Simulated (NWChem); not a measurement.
Species: TiNH₃O₂; SMILES [NH]=[Ti]([OH])[OH]

```xyz
7

Ti    -0.0190    -0.1415     0.0000
N     -1.6641     0.0950     0.0000
H     -2.6591     0.3110     0.0000
O      0.8514     0.0936     1.5742
H      0.5515     0.3197     2.4579
O      0.8514     0.0936    -1.5742
H      0.5515     0.3197    -2.4579
```
Atoms are numbered in this order, from 1.

Results from NWChem. All runs use the structure optimised with PBE0/def2-SVP. Level r2SCAN/def2-SVP: energy and gradient on several grids; changes count from the extra-fine grid, which is no exact limit either.

```
grid     size of the energy change (μHa)  largest change of a gradient component (μHa/bohr)
-------  -------------------------------  -------------------------------------------------
xcoarse                             9000                                               6000
coarse                               900                                                500
medium                               100                                                 80
fine                                  20                                                 50
xfine                               < 10                                               < 30
```
